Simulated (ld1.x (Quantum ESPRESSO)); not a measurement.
# PBE RRKJ dataset for nitrogen, scalar-relativistic all-electron reference.

Input for ld1.x (Quantum ESPRESSO) 7.5:

```
&input
   title='N', zed=7., rel=1, dft='PBE', iswitch=3,
   config='[He] 2s1.5 2p3.5 3d-2',
   nld=3, rlderiv=1.40, eminld=-3.0, emaxld=5.0, deld=0.02
 /
 &inputp
   pseudotype=2, tm=.false., rho0=0.02, lloc=1,
   nlcc=.true., new_core_ps=.true.,
   file_pseudopw='N.UPF', file_wfcaegen='ae.wfc', file_wfcncgen='nc.wfc', file_beta='beta', file_chi='chi'
 /
3
2S  1  0   1.50   0.00  0.75  0.75  0.0
3D  3  2  -2.00   0.45  1.30  1.30  0.0
2P  2  1   3.50   0.00  1.30  1.30  0.0
 &test
   configts(1)='2s1.5 2p3.5'
 /
```

Command:

```bash
ld1.x < N.in > N.out
```

The program printed (shortened: banner, matrices, multipoles, cross overlaps and the repeated all-electron block are left out):

```
Program LD1 v.7.5
     --------------------------- All-electron run ----------------------------

     N
     scalar relativistic calculation

     atomic number is  7.00
     dft =PBE   lsd =0 sic =0 latt =0  beta=0.20 tr2=1.0E-14
     Exchange-correlation= PBE
                           (   1   4   3   4   0   0   0)
     mesh =1085 r(mesh) =  99.89202 a.u. xmin = -7.00 dx = 0.01250
     1 Ry =  13.60569312 eV, c = 137.03599908

     n l     nl                  e(Ry)          e(Ha)          e(eV)
     1 0     1S 1( 2.00)       -28.3075       -14.1538      -385.1435
     2 0     2S 1( 1.50)        -1.3827        -0.6913       -18.8120
     2 1     2P 1( 3.50)        -0.5369        -0.2684        -7.3044

     final scf error:  8.4E-15 reached in  21 iterations

     Etot =    -108.483846 Ry,     -54.241923 Ha,   -1475.997912 eV

     Ekin =     108.264110 Ry,      54.132055 Ha,    1473.008264 eV
     Encl =    -255.281607 Ry,    -127.640803 Ha,   -3473.283204 eV
     Eh   =      51.602024 Ry,      25.801012 Ha,     702.081307 eV
     Exc  =     -13.068373 Ry,      -6.534187 Ha,    -177.804278 eV

     normalization and overlap integrals

     s(1S/1S) =  1.000000  <r> =   0.2296  <r2> =    0.0714  r(max) =   0.1483
     s(2S/2S) =  1.000000  <r> =   1.3180  <r2> =    2.1088  r(max) =   1.0167
     s(2P/2P) =  1.000000  <r> =   1.4770  <r2> =    2.8859  r(max) =   0.9671

     ------------------------ End of All-electron run ------------------------

     --------------------- Generating NC pseudopotential ---------------------

      Generating local pot.: lloc=1, matching radius rcloc =   1.3000

      Computing core charge for nlcc:

       r > 0.40 : true rho core
      Core charge pseudized with two Bessel functions
      Integrated core pseudo-charge :   1.31

      Wfc   2S  rcut= 0.744  Estimated cut-off energy=       74.40 Ry
      Using 4 Bessel functions for this wfc, rho(0) = 0.020
      This function has    0 nodes for 0 < r <    0.744

      Wfc   3D  rcut= 1.289  Estimated cut-off energy=      133.22 Ry
      This function has    0 nodes for 0 < r <    1.289

     ------------------- End of pseudopotential generation -------------------

     Computing logarithmic derivative in   1.39844
     Computing logarithmic derivative in   1.39844
     Computing the partial wave expansion
     R is outside the sphere for l=    0 j= 0.00
       no projector for channel:   1
     R is outside the sphere for l=    2 j= 0.00

     ---------------------- Testing the pseudopotential ----------------------

     N
     scalar relativistic calculation

     atomic number is  7.00   valence charge is  5.00
     dft =PBE   lsd =0 sic =0 latt =0  beta=0.20 tr2=1.0E-14
     mesh =1085 r(mesh) =  99.89202 xmin = -7.00 dx = 0.01250

     n l     nl             e AE (Ry)        e PS (Ry)    De AE-PS (Ry)
     1 0     2S   1( 1.50)       -1.38266       -1.38267        0.00001
     2 1     2P   1( 3.50)       -0.53687       -0.53687        0.00001

     eps = 8.0E-15  iter = 19

     Etot =    -108.483846 Ry,     -54.241923 Ha,   -1475.997912 eV
     Etotps =   -22.649942 Ry,     -11.324971 Ha,    -308.168157 eV

     Ekin =      13.896130 Ry,       6.948065 Ha,     189.066478 eV
     Encl =     -46.254329 Ry,     -23.127165 Ha,    -629.322211 eV
     Ehrt =      16.189500 Ry,       8.094750 Ha,     220.269366 eV
     Ecxc =      -8.360399 Ry,      -4.180199 Ha,    -113.749020 eV
     (Ecc =      -3.708202 Ry,      -1.854101 Ha,     -50.452655 eV)
     Epseu=       1.879157 Ry,       0.939578 Ha,      25.567231 eV

     ---------------------- End of pseudopotential test ----------------------
```

Generation and configuration tests took about 1.7 s on one core of a shared server CPU.
